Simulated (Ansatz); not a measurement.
Total energies of `C[Si](C)(C)[Si](C)(C)[Si](C)(C)[Si](C)(C)[Si](C)(C)[Si](C)(C)[Si](C)(C)[Si](C)(C)[Si](C)(C)[Si](C)(C)C` from Ansatz at PBE-D4/def2-SVP, gas phase (1 Eh = 27.2114 eV = 2625.5 kJ/mol). The reference geometry is relaxed at r2SCAN-D4/def2-SVP.

```csv
state,geometry,energy (Eh)
charge 0 singlet,reference,-3769.09047
charge 1 doublet,reference,-3768.84605
charge -1 doublet,reference,-3769.06859
free C atom (triplet),–,-37.75124
free Si atom (triplet),–,-289.12416
free H atom (doublet),–,-0.49863
```

Single mean-field runs in def2-SVP are fitted with def2-universal-jkfit.

(1) Work out the vertical ionisation energy to the doublet.

(2) Work out the vertical electron affinity, to the doublet.

(3) Give the fundamental gap IE − EA, the Mulliken electronegativity (IE + EA)/2 and the hardness (IE − EA)/2.

(4) What is the binding energy per atom against free atoms?

(1) E(charge 1 doublet) − E(charge 0 singlet) = -3768.84605 − (-3769.09047) = 0.24442 Eh = 6.65 eV. For comparison, −ε of the highest occupied level is 5.15 eV at this level, 1.50 eV less.

(2) E(charge 0 singlet) − E(charge -1 doublet) = -3769.09047 − (-3769.06859) = -0.02188 Eh = -0.60 eV; negative, so the extra electron isn't bound. The basis lacks diffuse functions, which makes affinities too small.

(3) From the values in Eh: IE − EA = 0.24442 − (-0.02188) = 0.26630 Eh = 7.25 eV; (IE + EA)/2 = 3.03 eV; (IE − EA)/2 = 3.62 eV. The HOMO–LUMO gap of the same run is 4.50 eV, 2.75 eV smaller than the fundamental gap.

(4) Atoms: 22 × (-37.75124) + 10 × (-289.12416) + 66 × (-0.49863) = -3754.67846 Eh. Binding: -3754.67846 − (-3769.09047) = 14.41201 Eh = 392.17 eV, or 4.00 eV for each of 98 atoms (no zero-point energy, no counterpoise term).

At PBE-D4/def2-SVP the gap within one spin of the charge 1 doublet nearly closes, so an electron or hole may be smeared out by delocalisation error. At PBE-D4/def2-SVP the gap within one spin of the charge -1 doublet nearly closes, so an electron or hole may be smeared out by delocalisation error. At PBE-D4/def2-SVP the highest occupied level of the charge -1 doublet lies above zero (up to 1.96 eV). By energy differences it is unbound by 0.60 eV (vertical, to the charge 0 singlet, at PBE-D4/def2-SVP) and held by the finite basis.
